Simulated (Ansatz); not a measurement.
System: H3Si (cation, charge +1), singlet: umbrella (inversion) coordinate, bond length relaxed. Scanned: angle between the Si-H bonds and the threefold axis (90 = planar). Other coordinates (Si-H bond length) were minimised at B3LYP/def2-TZVP.

Computed with: RKS-PBE/def2-SVP = Ansatz (a program for electronic structure) with restricted PBE/def2-SVP; RKS-B3LYP/def2-SVP = restricted B3LYP/def2-SVP in Ansatz; FCI/def2-SVP = full CI/def2-SVP, frozen core run with Ansatz.

Energies relative to the lowest point of each profile, in kJ/mol; the last columns give the error against full CI:

| a / ° | RKS-PBE/def2-SVP | RKS-B3LYP/def2-SVP | FCI/def2-SVP | RKS-PBE/def2-SVP − FCI/def2-SVP | RKS-B3LYP/def2-SVP − FCI/def2-SVP |
|---|---|---|---|---|---|
| 90 | 0.0 | 0.0 | 0.0 | 0.0 | 0.0 |
| 93.23 | 2.3 | 2.4 | 2.4 | -0.2 | 0.0 |
| 96.64 | 9.4 | 10.0 | 10.2 | -0.8 | -0.2 |
| 99.30 | 18.5 | 19.6 | 20.0 | -1.5 | -0.4 |
| 101.44 | 28.0 | 29.7 | 30.3 | -2.3 | -0.6 |
| 104.51 | 45.3 | 48.0 | 48.9 | -3.6 | -0.8 |
| 108.65 | 75.3 | 79.9 | 80.9 | -5.6 | -1.0 |
| 110.73 | 93.4 | 99.0 | 100.1 | -6.7 | -1.1 |
| 113.56 | 121.4 | 128.7 | 129.6 | -8.3 | -0.9 |
| 117.43 | 166.2 | 176.2 | 176.5 | -10.4 | -0.4 |
| 119.70 | 196.1 | 207.9 | 207.7 | -11.6 | 0.2 |
| 122.38 | 235.2 | 249.3 | 248.0 | -12.8 | 1.3 |
| 126.51 | 303.8 | 321.8 | 318.1 | -14.3 | 3.8 |
| 128.66 | 343.8 | 364.1 | 358.5 | -14.7 | 5.7 |
| 132 | 412.3 | 436.5 | 426.7 | -14.4 | 9.8 |

RKS-PBE/def2-SVP is furthest from FCI/def2-SVP at 128.66 (-14.7 kJ/mol, below); its mean absolute error over the points is 7.1 kJ/mol.

RKS-B3LYP/def2-SVP is furthest from FCI/def2-SVP at 132 (9.8 kJ/mol, above); its mean absolute error over the points is 1.7 kJ/mol.
